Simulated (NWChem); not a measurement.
**BCl in NWChem**

```xyz
2

B      0.0000     0.0000    -1.3285
Cl     0.0000     0.0000     0.3907
```
Charge 0, spin multiplicity 1.

All runs are NWChem calculations. All single points use one geometry, from PBE0/def2-SVP, a minimum by its harmonic frequencies.

The field's frequency is 0.0428 Ha (1065 nm). This basis has no diffuse functions, which lowers polarisabilities.

The Pople sets run with spherical d functions. The structure started from a generated list of species.

### Question
Give the polarisability tensor in bohr³ at HF/6-31G* (spherical d), in the frame of the coordinates, and its isotropic mean.

### Answer
```
19.37   0.00   0.00
 0.00  19.37   0.00
 0.00   0.00  31.12
```
Mean (one third of the trace): 23.29 bohr³.
